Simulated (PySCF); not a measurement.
Species: C₂H₁₀OSi₂.
Geometry (GFN2-xTB, Å), atoms numbered from 1 in this order:
```
atom  x, y, z in Å
O1     2.1560    0.5953   -0.4954
C2     1.2491   -0.4804   -0.3839
C3     0.0066   -0.0952    0.4081
Si4   -0.5048    1.6629   -0.1438
Si5   -1.3473   -1.4184    0.2504
H6     2.4435    0.8427    0.3902
H7     0.9819   -0.7274   -1.4141
H8     1.7481   -1.3572    0.0556
H9     0.2882   -0.0377    1.4670
H10    0.4150    2.6721    0.3880
H11   -1.8372    1.9372    0.4039
H12   -0.5388    1.7165   -1.6019
H13   -1.8157   -1.5013   -1.1332
H14   -2.4559   -1.0818    1.1433
H15   -0.7932   -2.7193    0.6439
```

A PySCF run (density fitting, gas phase, GFN2-xTB geometry) gave HOMO -6.59 eV, LUMO -0.50 eV, dipole 1.63 D.

Question: Which of these levels was it?
A. OPBE/pcSseg-1
B. PBE0/pcSseg-1
C. HCTH407/pcSseg-1
D. PBE0/def2-SVPD
E. PBE0/IGLO-II

Answer: C. It is HCTH407/pcSseg-1. All candidates on this geometry:

```csv
level and settings,kind,basis functions,SCF cycles,E (Eh),HOMO (eV),LUMO (eV),dipole (D)
"HCTH407/pcSseg-1, fitting basis def2-qzvpp-jkfit",GGA,149,11,-736.4349,-6.59,-0.50,1.63
OPBE/pcSseg-1,GGA,149,14,-736.2183,-6.39,-0.12,1.62
PBE0/def2-SVPD,global hybrid,191,13,-735.7075,-8.15,0.09,1.63
PBE0/pcSseg-1,global hybrid,149,13,-735.9503,-8.05,0.42,1.69
PBE0/IGLO-II,global hybrid,196,13,-736.0067,-8.01,0.46,1.65
```

The nearest other candidate, by the summed differences of HOMO and LUMO, is OPBE/pcSseg-1: its HOMO differs by +0.20 eV and its LUMO by +0.38 eV. Cycle counts include a coarse-grid stage where the run had one.
